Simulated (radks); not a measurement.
Values are calculated unless marked as measured or tabulated.
Excited configurations of Co: one electron is placed in a higher orbital outside [Ar] 3d8. The ground configuration is [Ar] 3d7 4s2. Code: a radial shooting solver on a logarithmic mesh with Libxc functionals. Model: Dirac Kohn-Sham, PBE, spin-unpolarised, spherical densities, finite nucleus; open shells fill j = l - 1/2 first; Fermi nuclear charge, rms radius 3.7875 fm. Excitation = E - E(ground); binding = E(ion) - E, where the ion is the core of charge +1; n* = 1/sqrt(2 binding) in atomic units, and the quantum defect is n - n*.

outer orbital  excitation (eV)  binding (eV)  quantum defect  <r> (bohr)
4f5/2                    5.652         0.909           0.130       17.46
5p1/2                    4.760         1.800           2.251       11.09
5d3/2                    5.577         0.984           1.281       19.47
5f5/2                    5.935         0.625           0.336       29.61
7s1/2                    5.739         0.821           2.930       27.06
7f5/2                    6.220         0.340           0.678       62.58

The Delta-SCF ionisation energy is 6.561 eV (NIST Atomic Spectra Database: 7.881 eV, measured). Self-interaction in the functional shifts the binding energies and quantum defects, so they are the method's values and not measured ones. Spin polarisation and multiplet splitting are left out, so open shells lie too high by an amount that depends on their filling.

Beside tabulated values, note that spin-unpolarised runs miss the spin-polarisation part of the exchange energy of open shells.
